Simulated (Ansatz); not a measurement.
Stepwise reaction of `O[Si@@H](Cl)[Si@@H](O)Cl` with hydrogen fluoride, as a gas-phase model of exchange steps in deposition or etching. ΔE in kJ/mol.

Isolated molecules relaxed with PBE0-D4/def2-TZVP in Ansatz; ΔE leaves out vibrations. CCSD(T)/CBS adds triple-zeta CCSD(T) − MP2 to the extrapolated MP2 energy (def2 sets, frozen cores). This one scheme is used for every species. Functionals use def2-TZVPP. B3LYP here is the variant with VWN-RPA as its local correlation; programs differ in this. One conformer a species, not always the lowest.

| step | reaction | PBE-D4 | B3LYP-D4 | ωB97M-V | CCSD(T)/CBS |
| --- | --- | --- | --- | --- | --- |
| 1 | `O[Si@@H](Cl)[Si@@H](O)Cl` + H–F → `O[Si@H](Cl)[Si@@H](O)F` + HCl | -33.1 | -41.1 | -40.0 | -37.0 |
| 2 | `O[Si@H](Cl)[Si@@H](O)F` + H–F → `O[Si@H](F)[Si@H](O)F` + HCl | -25.8 | -35.8 | -34.4 | -31.8 |

(1) By hand: ΔE of the 2 steps together at CCSD(T)/CBS.

## Answers

(1) (-37.0) + (-31.8) = -68.8 kJ/mol, or -34.4 kJ/mol a step.

In ΔE each step is higher than the one before. All are downhill at CCSD(T)/CBS. PBE-D4 differs from CCSD(T)/CBS by 3.9 to 6.0 kJ/mol a step. Isolated molecules leave out the surface, adducts and barriers. Largest T1 diagnostic: 0.013.
